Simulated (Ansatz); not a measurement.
A series at Si: from `N[Si](N)(N)N`, ligands are replaced one by one, each step taking up HCl and setting free NH₃; n counts the steps. Ansatz, PBE0-D4/def2-TZVP geometries. Each molecule was computed in one conformer, which needn't be the lowest.

CBS adds triple-zeta CCSD(T) − MP2 to the MP2 limit, frozen cores; atoms without spin–orbit coupling. 

```json
{"n": "0", "molecule": "`N[Si](N)(N)N`", "atomization energy, CCSD(T)/CBS (kJ/mol)": "4680.0"}
{"n": "1", "molecule": "`N[Si](N)(N)Cl`", "atomization energy, CCSD(T)/CBS (kJ/mol)": "?"}
{"n": "2", "molecule": "`N[Si](N)(Cl)Cl`", "atomization energy, CCSD(T)/CBS (kJ/mol)": "3176.4"}
{"n": "3", "molecule": "`N[Si](Cl)(Cl)Cl`", "atomization energy, CCSD(T)/CBS (kJ/mol)": "2397.1"}
{"n": "4", "molecule": "`Cl[Si](Cl)(Cl)Cl`", "atomization energy, CCSD(T)/CBS (kJ/mol)": "1619.8"}
```

Problem. By hand: fit a straight line y = ȳ + b (n − n̄) to the 4 given rows and predict n = 1.

Solution. n̄ = 2.250, ȳ = 2968.32; Σ(n − n̄)(y − ȳ) = -6691.62, Σ(n − n̄)² = 8.750, so b = -764.76 kJ/mol a step. Prediction: 2968.32 + (-764.76) × (-1.250) = 3924.3 kJ/mol.

Problem. By hand: compare with the computed value, 3931.3 kJ/mol, and give the steps along the whole series.

Solution. The line misses by 7.0 kJ/mol (computed minus predicted). Steps: -748.7, -754.9, -779.3, -777.3 kJ/mol.

The steps differ by up to 30.6 kJ/mol, small against a whole step but well beyond the method's doubt, so the ligands' effects don't simply add. The miss is 0.2 % of the series' range. The energies themselves are unsure by some kJ/mol a bond, though much of that is common to the series.
